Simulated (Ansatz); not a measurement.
Input and output for the cluster Na6Cu⁻.

```yaml
crystal:
  periodic: [false, false, false]
  atoms:
    - {symbol: Cu, position_ang: [-0.002462, 0.009036, 0.008693]}
    - {symbol: Na, position_ang: [-0.779201, -0.061316, -2.599972]}
    - {symbol: Na, position_ang: [1.420871, 2.262734, -0.520912]}
    - {symbol: Na, position_ang: [-1.398800, -2.280322, 0.474159]}
    - {symbol: Na, position_ang: [2.179018, -1.504117, -0.596336]}
    - {symbol: Na, position_ang: [-2.207789, 1.470900, 0.628047]}
    - {symbol: Na, position_ang: [0.788353, 0.103095, 2.606321]}
basis:
  gaussian: {orbitals: ANO-RCC-VTZP}
total_charge: -1
hamiltonian: {xc: {name: revPBE0}}
scf: {lower_state_search: full}
output: {forces: true}
```

```sh
$ ansatz run in.yaml --threads 4 --pin off --events-out ev --progress --plain --max-ram 4787MiB
```

It prints (some lines left out):

```
Functional definition: revPBE0
1849 factors; integrals over basis functions are off by at most 8.2e-4 eV
mean field evaluation 1: about -71038.3431 eV, gradient 6.6e2 eV
mean field evaluation 2: about -71039.1518 eV, gradient 6.5e2 eV
mean field evaluation 4: about -71019.8520 eV, gradient 7.6e2 eV
mean field evaluation 8: about -71357.4825 eV, gradient 3.7e2 eV
mean field evaluation 16: about -71554.6346 eV, gradient 8.9e-2 eV
mean field evaluation 32: about -71283.8828 eV, gradient 5.1e2 eV
mean field evaluation 64: about -71458.3276 eV, gradient 2.2e2 eV
mean field evaluation 96: about -71553.6041 eV, gradient 6.6e0 eV
mean field evaluation 128: about -71554.4713 eV, gradient 5.1e-5 eV
mean field -71554.47129681 eV, -2629.5783187952 hartree, gradient 1.4e-5 eV, S^2 0.000000; 4 other end points of the search recorded, 0 dependent functions left out
reference -71554.47134769 eV, -2629.5783206651 hartree; 48, 48 occupied and 215, 215 virtual orbitals, 1849 factors
Total energy: -71554.47134769 eV, -2629.5783206651 hartree
Relativity: scalar
Atom 0 at    -0.002462     0.009036     0.008693 Å, force    -0.001152    -0.002394    -0.001741 eV/Å
Atom 1 at    -0.779201    -0.061316    -2.599972 Å, force    -0.023714    -0.005451    -0.077642 eV/Å
Atom 2 at     1.420871     2.262734    -0.520912 Å, force     0.041662     0.072162    -0.012675 eV/Å
Atom 3 at    -1.398800    -2.280322     0.474159 Å, force    -0.041847    -0.068409     0.015847 eV/Å
Atom 4 at     2.179018    -1.504117    -0.596336 Å, force     0.065478    -0.044474    -0.019969 eV/Å
Atom 5 at    -2.207789     1.470900     0.628047 Å, force    -0.064172     0.047776     0.016688 eV/Å
Atom 6 at     0.788353     0.103095     2.606321 Å, force     0.023746     0.000789     0.079493 eV/Å
Dipole moment:    -0.002484     0.009888     0.009430 e Å
```

It took 69 s on 4 threads of AMD EPYC 7B13 on a shared host, peak host memory 1.4 GiB.

DK, ANO-RCC and x2c sets are all-electron and run with scalar relativity unless a key says otherwise. The highest occupied level of an anion often lies above zero with these methods, and sets without diffuse functions describe the outer electron poorly. The restricted singlet is unstable towards broken spin symmetry in Hartree–Fock (as tested in another run); at RKS revPBE0/ANO-RCC-VTZP this wasn't settled.

The dipole of an ion depends on the origin.
